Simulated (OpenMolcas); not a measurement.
V2+ (d3) in a complex was computed by CASSCF with the d shell active (OpenMolcas, ANO-RCC-VDZP on the metal). Its lowest spin-free states, and all those of the highest spin:

```json
{"2S+1": "4", "Degeneracy": "3", "E (cm-1)": "0.0"}
{"2S+1": "4", "Degeneracy": "3", "E (cm-1)": "1722"}
{"2S+1": "4", "Degeneracy": "1", "E (cm-1)": "3764"}
{"2S+1": "2", "Degeneracy": "2", "E (cm-1)": "13571"}
{"2S+1": "2", "Degeneracy": "3", "E (cm-1)": "14455"}
{"2S+1": "2", "Degeneracy": "3", "E (cm-1)": "14523"}
{"2S+1": "4", "Degeneracy": "3", "E (cm-1)": "14817"}
{"2S+1": "2", "Degeneracy": "1", "E (cm-1)": "15119"}
{"2S+1": "2", "Degeneracy": "3", "E (cm-1)": "18512"}
{"2S+1": "2", "Degeneracy": "3", "E (cm-1)": "19069"}
{"2S+1": "2", "Degeneracy": "3", "E (cm-1)": "19232"}
{"2S+1": "2", "Degeneracy": "2", "E (cm-1)": "19644"}
```

Problem. Is the site octahedral, tetrahedral or cube-like, axial, or of lower symmetry?

Solution. The states with 2S+1 = 4 have orbital degeneracies 3, 3, 1, 3. Threefold states need a cubic site. For d3 at this spin an octahedron puts the single A2 below the threefold T2 and a tetrahedron or cube puts the threefold T1 below the threefold T2, so the site is a tetrahedron or a cube, which this pattern cannot tell apart. The run had V2+ with 4 ligands (iodide) in tetrahedral coordination (Td) at 2.79 Å. A charge of +0.5 e stands 2.8 Å behind each ligand. Ligand basis ANO-RCC-VDZP.

An orbital triplet at a regular site is open to Jahn-Teller coupling, which can distort the site and quench the lowest spin-orbit gaps and is left out. Without dynamic correlation the repulsion within the d shell is too large (B by tens of per cent), so at a given field states of lower spin stand too high. Ligand-to-metal charge-transfer states are missing. With no ligand orbital active B as a rule stays too high, so bands that hang on it stand too high and its fall with covalency is understated. With metal d orbitals alone and no dynamic correlation the field as a rule comes out too small, by tens of per cent, by up to half for chloride and softer ligands. No measured value stands beside these numbers; the geometry was imposed, not optimised, and the real ion may take another.
